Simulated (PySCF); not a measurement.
Finite-field polarisability of Se (selenium, neutral)

[Ar] 3d10 4s2 4p4, high-spin 3P determinant. Computed with PySCF 2.14 in aug-cc-pVTZ-DK (7s6p4d2f, 59 functions), with the spin-free X2C one-electron Hamiltonian (Gaussian nucleus). Frozen: [Ar] 3d10. Energy changes in a uniform field (μhartree):

| axis | F (au) | HF | MP2 | CCSD | CCSD(T) |
| --- | --- | --- | --- | --- | --- |
| x | 0.0029 | -98.070 | -100.036 | -99.882 | -100.365 |
| x | 0.0058 | -392.410 | -400.291 | -399.678 | -401.615 |
| y | 0.0027 | -102.942 | -106.249 | -105.999 | -106.884 |
| y | 0.0054 | -412.087 | -425.362 | -424.362 | -427.917 |

By symmetry the remaining axis equals x.

Derive α along x at CCSD(T) from the two fields.

With ΔE = −αF²/2 − γF⁴/24, α = −(16 ΔE(F) − ΔE(2F))/(6F²) = 23.86 bohr³.

And the mean polarisability at each level?

The components xx, yy, zz at CCSD(T) are 23.86, 29.31, 23.86, the third axis being equal by symmetry to one of the two computed. Means: HF 24.96, MP2 25.57, CCSD 25.52, CCSD(T) 25.68 bohr³. Reference: 28.9 ± 1 bohr³ (recommended; Schwerdtfeger and Nagle, table of static dipole polarizabilities (2023 update)).

CCSD(T) lies more than 5 % below the reference, which points to too few diffuse and polarisation functions.
